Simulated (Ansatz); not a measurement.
Geometry optimisation, RKS r2SCAN-D4/def2-SVP in Ansatz 0.2.0.

Input file:

```yaml
crystal:
  periodic: [false, false, false]
  atoms:
    - { symbol: Ga, position_ang: [-0.314444, -1.511632, 0.133242] }
    - { symbol: H, position_ang: [2.169097, -0.576999, -0.851233] }
    - { symbol: H, position_ang: [-1.132532, -1.574636, -1.190879] }
    - { symbol: H, position_ang: [0.30581, -2.61697, 1.023265] }
    - { symbol: H, position_ang: [1.74567, -0.275105, -0.377457] }
    - { symbol: O, position_ang: [-0.111858, 0.170911, 0.860157] }
    - { symbol: C, position_ang: [-0.571441, 1.336528, 0.231041] }
    - { symbol: H, position_ang: [-1.062469, 1.999886, 0.9659] }
    - { symbol: H, position_ang: [0.269838, 1.907593, -0.209666] }
    - { symbol: H, position_ang: [-1.297671, 1.140323, -0.584369] }
basis:
  gaussian: { orbitals: def2-SVP }
hamiltonian:
  xc: r2scan
  dispersion: d4
relax:
  f_tol: 0.03
  max_steps: 50
```

Run as:

```bash
$ ansatz run input.yaml --threads 2 --pin off --max-ram 3072MiB --backend cpu --events-out ev --progress --plain --runs-dir out
```

Q: Where does it end, and by what steps?

A: The forces met the threshold. After 9 steps the energy has fallen by 0.137 eV; H2 moved furthest, 0.49 Å.

| step | energy less start (eV) | largest force component (eV/Å) | accepted |
| --- | --- | --- | --- |
| 0 | 0.0000 | 1.734 | yes |
| 1 | -0.1177 | 0.534 | yes |
| 2 | -0.1267 | 0.200 | yes |
| 3 | -0.1317 | 0.074 | yes |
| 4 | -0.1341 | 0.102 | yes |
| 5 | -0.1336 | 0.235 | no |
| 6 | -0.1359 | 0.041 | yes |
| 7 | -0.1365 | 0.096 | yes |
| 8 | -0.1369 | 0.036 | yes |
| 9 | -0.1371 | 0.013 | yes |

```xyz
10
Properties=species:S:1:pos:R:3
Ga -0.258 -1.400 0.184
H 2.162 -1.009 -1.085
H -0.930 -1.507 -1.221
H 0.341 -2.494 1.105
H 2.021 -0.460 -0.576
O -0.223 0.230 0.917
C -0.682 1.401 0.295
H -1.368 1.945 0.968
H 0.162 2.081 0.068
H -1.224 1.214 -0.655
```

The run took 25 s on 2 threads of Arm Neoverse V2 (shared host), peak memory 0.15 GiB.
